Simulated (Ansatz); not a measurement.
Geometry optimisation, RKS r2SCANh-D4/def2-SVP in Ansatz 0.2.0.

The input (input.yaml):

```yaml
crystal:
  periodic: [false, false, false]
  atoms:
    - { symbol: Si, position_ang: [0.1765, -0.9552, 0.2687] }
    - { symbol: Si, position_ang: [-0.4125, 1.337, 1.3412] }
    - { symbol: H, position_ang: [-0.8566, -1.5192, 1.1814] }
    - { symbol: H, position_ang: [1.147, -2.0538, 0.3625] }
    - { symbol: C, position_ang: [-0.6253, -0.8694, -1.4543] }
    - { symbol: H, position_ang: [1.0726, 0.981, 0.2571] }
    - { symbol: O, position_ang: [1.8429, 0.1318, -0.3025] }
    - { symbol: H, position_ang: [0.334, 1.7796, 2.5262] }
    - { symbol: H, position_ang: [-1.7218, 0.9402, 1.8648] }
    - { symbol: H, position_ang: [-0.718, 2.5761, 0.5951] }
    - { symbol: H, position_ang: [-1.4393, -1.5813, -1.5185] }
    - { symbol: H, position_ang: [0.0838, -1.1201, -2.237] }
    - { symbol: H, position_ang: [-1.0319, 0.1115, -1.6789] }
    - { symbol: H, position_ang: [2.1487, 0.2418, -1.2057] }
basis:
  gaussian: { orbitals: def2-SVP }
hamiltonian:
  xc: r2scanh
  dispersion: d4
relax:
  f_tol: 0.15
  max_steps: 25
  restrain:
    - { distance: [0, 6], at: 1.77, k: 30.0 }
    - { distance: [5, 1], at: 1.42, k: 30.0 }
    - { distance: [0, 1], at: 3.52, k: 30.0 }
    - { distance: [5, 6], at: 2.27, k: 30.0 }
```

Run as:

```bash
$ ansatz run input.yaml --threads 4 --pin off --max-ram 5120MiB --backend cpu --events-out ev --progress --plain --runs-dir out
```

Problem. Where does it end, and by what steps?

Solution. It converged. The restraints hold the end off the free minimum; the threshold counts their pulls, which the force column leaves out. Restrained pairs: Si1–O7 (2.07 → 1.73 Å), Si2–H6 (1.87 → 1.45 Å), Si1–Si2 (2.60 → 3.53 Å), H6–O7 (1.28 → 2.28 Å). After 11 steps the energy has fallen by 2.946 eV (the restraints' own energy left out); H3 moved furthest, 1.05 Å.

```
step  energy less start (eV)  largest force component (eV/Å)  accepted
   0                  0.0000                           2.158       yes
   1                  0.5401                           2.588       yes
   2                  0.4994                           3.582       yes
   3                 -0.3198                           2.984       yes
   4                 -1.3042                           6.487       yes
   5                 -2.3892                           0.891       yes
   6                 -2.7231                           1.044       yes
   7                 -2.8674                           1.203       yes
   8                 -2.9173                           1.313       yes
   9                 -2.9351                           1.148       yes
  10                 -2.9399                           1.188       yes
  11                 -2.9456                           1.182       yes
```

```xyz
14
Properties=species:S:1:pos:R:3
Si 0.619 -1.312 -0.038
Si -0.449 1.784 1.276
H 0.064 -1.042 1.320
H 1.056 -2.735 -0.069
C -0.640 -1.007 -1.386
H 0.646 1.311 0.455
O 2.026 -0.345 -0.288
H -0.111 1.587 2.718
H -1.704 1.039 0.953
H -0.689 3.237 1.023
H -1.520 -1.653 -1.244
H -0.204 -1.255 -2.366
H -0.993 0.033 -1.422
H 1.898 0.357 -0.933
```

Run time: 53 s on 4 threads of Arm Neoverse N1, on a shared host, peak memory 0.28 GiB.
